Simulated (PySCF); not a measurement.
BiFCl2, SMILES [F][Bi]([Cl])[Cl]. Heavy atoms are numbered as in [Bi:1]([F:2])([Cl:3])[Cl:4].

Geometry: PBE-D3(BJ)/def2-SVP. The def2 effective core potentials stand for the cores of Bi; spin–orbit coupling is left out.

These are ωB97X/def2-TZVPD (PySCF) values and carry that method's errors.

Mulliken values depend strongly on the basis, most of all with diffuse functions as here. ESP charges are fitted to the potential on shells at 1.4 to 2.0 van der Waals radii. Atomic charges (e), one atom of each kind:

| atom | Mulliken | ESP fit |
|---|---|---|
| Bi1 | 1.37 | 0.87 |
| F2 | -0.56 | -0.35 |
| Cl3 | -0.41 | -0.26 |
